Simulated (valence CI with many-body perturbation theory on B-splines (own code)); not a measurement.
# E1 transitions of Sr XXXII

Level of theory: valence CI with perturbative core correlation (CI+MBPT): five valence electrons over a frozen Dirac-Fock core [He], a basis of 9 s, 9 p, 8 d, 6 f, 3 g, 1 h functions for each j, with the one-electron correlation potential Σ1 (screened to all orders), the two-electron term Σ2, the three-electron term Σ3, Breit, model QED; selected single and double excitations, second order for the rest (own B-spline code, finite nucleus).

No measured spectrum was set against this ion. As an estimate, large intervals hold to a few tenths of a per cent, small ones and those within an open d or f shell to about a per cent. Among the levels kept, up to 1500 cm⁻¹ of a level comes from second order outside the variational space, and about a tenth of that is noise between levels of different J, which matters for small intervals.

Lines 101 to 150 of 227 in falling wavelength, among levels below 2402.6 eV, chosen from the strongest by gf and those to the six lowest levels. Wavelengths and rates use the calculated energies. Electric multipoles are in the length gauge, E1 and E2 with the static RPA response of the core. Weak lines are less certain than strong ones. Lines between different terms over intervals too small for the method are left out, as are lines whose strength nearly cancels. The highest levels of a list are the least certain.

Levels are named by their leading jj configuration (3d3/2^4 stands for four electrons in 3d with j = 3/2), which in mixed levels can hold well under half, so a name can repeat and another be missing. Letters in brackets count levels of one name in rising energy.

| λ vac (Å) | Upper | Lower | A (s⁻¹) | log gf | Branch % |
| --- | --- | --- | --- | --- | --- |
| 6.027 | (2s^2 2p1/2 2p3/2 3p1/2) J=3/2 [b] | (2s 2p1/2^2 2p3/2^2) J=5/2 | 3.38e+11 | -2.13 | 48.4 |
| 5.991 | (2s^2 2p1/2 2p3/2 3p3/2) J=3/2 [b] | (2s 2p1/2^2 2p3/2^2) J=5/2 | 4.64e+11 | -2.00 | 66.0 |
| 5.973 | (2s^2 2p1/2 2p3/2 3p3/2) J=5/2 [b] | (2s 2p1/2^2 2p3/2^2) J=5/2 | 2.24e+11 | -2.14 | 66.2 |
| 5.909 | (2s^2 2p1/2 2p3/2 3s) J=1/2 | (2s^2 2p1/2 2p3/2^2) J=1/2 | 3.82e+12 | -1.40 | 23.7 |
| 5.908 | (2s 2p1/2 2p3/2^2 3s) J=3/2 | (2s 2p1/2 2p3/2^3) J=3/2 [a] | 8.78e+12 | -0.74 | 76.7 |
| 5.908 | (2s 2p1/2^2 2p3/2 3s) J=5/2 | (2s 2p1/2^2 2p3/2^2) J=5/2 | 2.04e+12 | -1.19 | 95.2 |
| 5.906 | (2s 2p1/2 2p3/2^2 3s) J=5/2 [b] | (2s 2p1/2 2p3/2^3) J=5/2 | 9.56e+12 | -0.52 | 74.2 |
| 5.881 | (2s^2 2p1/2 2p3/2 3s) J=3/2 [b] | (2s^2 2p1/2 2p3/2^2) J=1/2 | 3.94e+12 | -1.09 | 25.6 |
| 5.873 | (2s^2 2p1/2 2p3/2 3s) J=3/2 [a] | (2s^2 2p1/2 2p3/2^2) J=5/2 | 8.99e+11 | -1.73 | 11.7 |
| 5.871 | (2s 2p1/2^2 2p3/2 3s) J=3/2 [b] | (2s 2p1/2^2 2p3/2^2) J=3/2 | 4.65e+12 | -1.02 | 73.7 |
| 5.863 | (2s^2 2p3/2^2 3s) J=5/2 | (2s^2 2p3/2^3) J=3/2 | 1.65e+12 | -1.29 | 14.1 |
| 5.862 | (2s 2p1/2^2 2p3/2 3s) J=3/2 [a] | (2s 2p1/2^2 2p3/2^2) J=5/2 | 8.11e+12 | -0.78 | 63.5 |
| 5.851 | (2s^2 2p3/2^2 3s) J=3/2 | (2s^2 2p3/2^3) J=3/2 | 1.20e+13 | -0.61 | 74.2 |
| 5.842 | (2s^2 2p1/2 2p3/2 3s) J=5/2 | (2s^2 2p1/2 2p3/2^2) J=5/2 | 4.10e+12 | -0.90 | 40.5 |
| 5.840 | (2s^2 2p3/2^2 3p1/2) J=3/2 | (2s 2p1/2^2 2p3/2^2) J=5/2 | 9.19e+11 | -1.73 | 60.1 |
| 5.836 | (2s^2 2p1/2^2 3s) J=1/2 | (2s^2 2p1/2^2 2p3/2) J=3/2 | 9.78e+12 | -1.00 | 98.4 |
| 5.834 | (2s^2 2p1/2 2p3/2 3s) J=3/2 [a] | (2s^2 2p1/2 2p3/2^2) J=3/2 | 3.36e+12 | -1.16 | 43.7 |
| 5.831 | (2s^2 2p1/2 2p3/2 3s) J=3/2 [b] | (2s^2 2p1/2 2p3/2^2) J=5/2 | 8.18e+12 | -0.78 | 53.1 |
| 5.821 | (2s^2 2p1/2 2p3/2 3s) J=1/2 | (2s^2 2p1/2 2p3/2^2) J=3/2 | 1.05e+13 | -0.97 | 65.2 |
| 5.804 | (2s^2 2p1/2 2p3/2 3s) J=5/2 | (2s^2 2p1/2 2p3/2^2) J=3/2 | 2.33e+11 | -2.15 | 2.3 |
| 5.793 | (2s^2 2p1/2 2p3/2 3s) J=3/2 [b] | (2s^2 2p1/2 2p3/2^2) J=3/2 | 1.94e+12 | -1.41 | 12.6 |
| 5.788 | (2s^2 2p3/2^2 3s) J=1/2 | (2s^2 2p3/2^3) J=3/2 | 5.07e+12 | -1.29 | 34.2 |
| 5.783 | (2s^2 2p1/2 2p3/2 3d3/2) J=3/2 [a] | (2s^2 2p3/2^3) J=3/2 | 6.12e+11 | -1.91 | 2.5 |
| 5.777 | (2s^2 2p1/2 2p3/2 3d3/2) J=1/2 [a] | (2s^2 2p3/2^3) J=3/2 | 6.66e+11 | -2.18 | 5.9 |
| 5.770 | (2s 2p1/2^2 2p3/2 3s) J=3/2 [b] | (2s 2p1/2^2 2p3/2^2) J=5/2 | 1.29e+12 | -1.59 | 20.4 |
| 5.752 | (2s^2 2p1/2 2p3/2 3d5/2) J=5/2 [a] | (2s^2 2p3/2^3) J=3/2 | 2.70e+11 | -2.10 | 0.4 |
| 5.750 | (2s^2 2p1/2 2p3/2 3d5/2) J=3/2 [a] | (2s^2 2p3/2^3) J=3/2 | 1.99e+11 | -2.40 | 0.4 |
| 5.730 | (2s^2 2p1/2 2p3/2 3d3/2) J=5/2 [b] | (2s^2 2p3/2^3) J=3/2 | 1.09e+11 | -2.49 | 0.1 |
| 5.713 | (2s 2p1/2 2p3/2^2 3s) J=5/2 [a] | (2s 2p1/2^2 2p3/2^2) J=5/2 | 5.94e+12 | -0.76 | 78.1 |
| 5.710 | (2s^2 2p1/2^2 3d5/2) J=5/2 | (2s^2 2p1/2 2p3/2^2) J=5/2 | 2.77e+11 | -2.09 | 0.5 |
| 5.703 | (2s^2 2p1/2^2 3d3/2) J=3/2 | (2s^2 2p1/2 2p3/2^2) J=3/2 | 8.19e+11 | -1.80 | 5.8 |
| 5.702 | (2s^2 2p1/2 2p3/2 3d5/2) J=3/2 [b] | (2s^2 2p3/2^3) J=3/2 | 5.46e+11 | -1.97 | 0.7 |
| 5.699 | (2s^2 2p1/2 2p3/2 3d5/2) J=1/2 | (2s^2 2p3/2^3) J=3/2 | 1.57e+12 | -1.82 | 1.8 |
| 5.684 | (2s 2p1/2 2p3/2^2 3s) J=3/2 | (2s 2p1/2^2 2p3/2^2) J=5/2 | 1.27e+12 | -1.61 | 11.1 |
| 5.674 | (2s^2 2p1/2^2 3d5/2) J=5/2 | (2s^2 2p1/2 2p3/2^2) J=3/2 | 4.66e+11 | -1.87 | 0.8 |
| 5.671 | (2s^2 2p1/2 2p3/2 3s) J=3/2 [a] | (2s^2 2p1/2^2 2p3/2) J=3/2 | 3.35e+12 | -1.19 | 43.6 |
| 5.664 | (2s 2p1/2 2p3/2^2 3s) J=7/2 | (2s 2p1/2^2 2p3/2^2) J=5/2 | 9.82e+12 | -0.42 | 91.1 |
| 5.658 | (2s^2 2p1/2 2p3/2 3s) J=1/2 | (2s^2 2p1/2^2 2p3/2) J=3/2 | 1.80e+12 | -1.76 | 11.1 |
| 5.652 | (2s^2 2p3/2^2 3s) J=5/2 | (2s^2 2p1/2 2p3/2^2) J=5/2 | 4.88e+12 | -0.85 | 41.6 |
| 5.642 | (2s^2 2p1/2 2p3/2 3s) J=5/2 | (2s^2 2p1/2^2 2p3/2) J=3/2 | 5.80e+12 | -0.78 | 57.2 |
| 5.641 | (2s^2 2p3/2^2 3s) J=3/2 | (2s^2 2p1/2 2p3/2^2) J=5/2 | 3.00e+12 | -1.24 | 18.5 |
| 5.636 | (2s 2p1/2 2p3/2^2 3s) J=5/2 [b] | (2s 2p1/2^2 2p3/2^2) J=5/2 | 8.83e+11 | -1.60 | 6.9 |
| 5.632 | (2s^2 2p1/2 2p3/2 3s) J=3/2 [b] | (2s^2 2p1/2^2 2p3/2) J=3/2 | 1.26e+12 | -1.62 | 8.2 |
| 5.629 | (2s^2 2p3/2^2 3s) J=1/2 | (2s^2 2p1/2 2p3/2^2) J=1/2 | 9.64e+12 | -1.04 | 65.0 |
| 5.623 | (2s^2 2p1/2 2p3/2 3d3/2) J=3/2 [a] | (2s^2 2p1/2 2p3/2^2) J=1/2 | 2.67e+12 | -1.30 | 10.9 |
| 5.618 | (2s^2 2p1/2 2p3/2 3d3/2) J=1/2 [a] | (2s^2 2p1/2 2p3/2^2) J=1/2 | 2.11e+12 | -1.70 | 18.7 |
| 5.617 | (2s^2 2p3/2^2 3s) J=5/2 | (2s^2 2p1/2 2p3/2^2) J=3/2 | 5.16e+12 | -0.83 | 43.9 |
| 5.606 | (2s^2 2p3/2^2 3s) J=3/2 | (2s^2 2p1/2 2p3/2^2) J=3/2 | 1.11e+12 | -1.68 | 6.8 |
| 5.593 | (2s^2 2p1/2 2p3/2 3d5/2) J=3/2 [a] | (2s^2 2p1/2 2p3/2^2) J=1/2 | 2.98e+12 | -1.25 | 6.6 |
| 5.578 | (2s^2 2p1/2 2p3/2 3d3/2) J=3/2 [a] | (2s^2 2p1/2 2p3/2^2) J=5/2 | 3.50e+12 | -1.19 | 14.3 |

**Question.** How does gf follow from A for the line at 5.674 Å?

**Answer.** gf = 1.4992 × (2J+1)_upper × A / σ², with σ = 17624080 cm⁻¹ and 2J+1 = 6: gf = 0.0135.
